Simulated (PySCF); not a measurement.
Compound: C5H5FS (charge -1 and doublet state).
Geometry (GFN2-xTB, Å), atoms numbered from 1 in this order:
```
atom  x, y, z in Å
C1     1.7275   -0.6858    0.5724
C2     1.1520    0.0853   -0.3583
C3    -0.2437    0.3939   -0.4936
C4    -0.6654    1.1560   -1.5199
S5    -2.0859    1.6978   -2.1261
C6    -1.2204   -0.1986    0.4923
F7    -1.0193    0.2259    1.8110
H8     2.7930   -0.8625    0.5790
H9     1.1691   -1.1549    1.3646
H10    1.7843    0.5375   -1.1170
H11   -2.2415    0.1005    0.2365
H12   -1.1486   -1.2955    0.5331
```

The hyperfine couplings belong to this conformer and change with its torsions.

As a line formula: `C=C/C(=[C]/[S-])CF` [radical] (charge -1).

Level of theory: PySCF 2.14.0, UKS B3LYP, pcH-1 on C F H S, non-relativistic, mean-field spin-orbit, GIAO. Whether the extra electron is bound in the gas phase wasn't checked; a finite basis holds it in any case. Couplings are sensitive to structure, and on GFN2-xTB geometries they can be far from those on DFT ones, by a factor of two or more for some ions and for spin on atoms past the first row. Stability of the SCF solution: not tested.

Q: Break the g tensor into its mass correction, gauge correction and orbital-Zeeman/spin–orbit terms.

A: 
```csv
Δg (ppt),1,2,3
relativistic mass correction,-0.19,-0.19,-0.19
gauge correction,0.03,0.01,-0.01
orbital Zeeman/spin–orbit,-2.48,0.39,6.46
total,-2.64,0.22,6.26
```

So g = 1.99968, 2.00254, 2.00858 and g_iso = 2.00360; the tensor is rhombic: the two nearest values differ by 32 % of g3 − g1. Axes: g1 points within 5° of the C3–C4 bond.

Q: What are the electron Larmor frequencies g μB B/h along the three axes at 330 mT?

A: 9.2360, 9.2492, 9.2771 GHz for g1, g2 and g3, a range of 41.1 MHz.

Q: At 9.488 GHz, how far is the centre of the isotropic spectrum from where a free electron (g = 2.002319) resonates?

A: B = hν/(g μB) with μB/h = 13.99624 MHz/mT gives 338.56 mT for the free electron and 338.34 mT at g_iso, 0.22 mT lower.

Q: What effective moment and Curie constant follow for a powder?

A: With the mean of g² = 4.0144 and S(S+1) = 0.75: μ_eff = √(⟨g²⟩S(S+1)) = 1.735 μB and χT = 0.12505·⟨g²⟩·S(S+1) = 0.377 cm³ K/mol (cgs; spin-Hamiltonian part alone).

Q: In a frozen sample, at which fields do the three g values resonate at 9.5, 34, 94 and 263 GHz (hyperfine left aside), and which band first spreads them over more than twice a line width of 0.5 mT?

A: 
```
band    GHz  B(g3) mT  B(g2) mT  B(g1) mT  spread mT
   X    9.5    337.93    338.95    339.43       1.50
   Q   34.0   1209.42   1213.07   1214.81       5.38
   W   94.0   3343.70   3353.79   3358.58      14.88
   J  263.0   9355.26   9383.48   9396.88      41.62
```

The spread grows in proportion to the frequency. X band is the first where it exceeds 1.0 mT.

The Mulliken spin populations are largest on C4 (+0.66), S5 (+0.34) and C3 (-0.06).

The HOMO–LUMO gaps are 3.87 eV among the α and 3.68 eV among the β orbitals.

Time: 47 s (grids of density and orbitals included); peak memory 0.87 GiB. Hardware: one thread, Arm Neoverse V2 (aarch64), shared host with 96 logical CPUs at a one-minute load of 49.
